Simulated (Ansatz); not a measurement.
Ga₂As₃⁻, relaxed as a singlet with RKS r2SCAN-D4/def2-SVPD in Ansatz, starting from the GFN2-xTB geometry. Force threshold 0.02 eV/Å.

The restricted singlet is unstable towards broken spin symmetry in Hartree–Fock (as tested in another run); at r2SCAN-D4/def2-SVPD this wasn't settled. Another isomer (singlet) lies 0.32 eV lower at PBE0-D4/def2-TZVPD; other spin states weren't run for this one.

Start:

```
atom   x (Å)   y (Å)   z (Å)
 Ga1   0.742   0.895  -2.461
 Ga2  -1.279  -1.331   1.049
 As3  -1.184   0.579  -0.897
 As4   0.952   0.228   0.048
 As5   0.769  -0.371   2.261
```

Estimate the energy that the relaxation releases and the steps that it takes.

8.7 kJ/mol, in 8 steps; 47 s on 4 threads of Arm Neoverse V2 on a shared host. No frequencies were taken in this run, so the end may be a saddle point.

Does the start keep its bonding?

By distances, no bond broke or formed. The bond that changes most is Ga2–As3, from 2.73 to 2.59 Å (atoms count from 1).

Predict the relaxed structure.


```xyz
5

Ga    0.675    0.558   -2.432
Ga   -1.108   -1.297    0.807
As   -1.265    0.741   -0.779
As    0.985    0.502    0.153
As    0.713   -0.504    2.252
```
Bond lengths (bridged metal pairs left out): 5 × As–Ga 2.46 to 2.84 Å; 2 × As–As 2.34 to 2.45 Å.
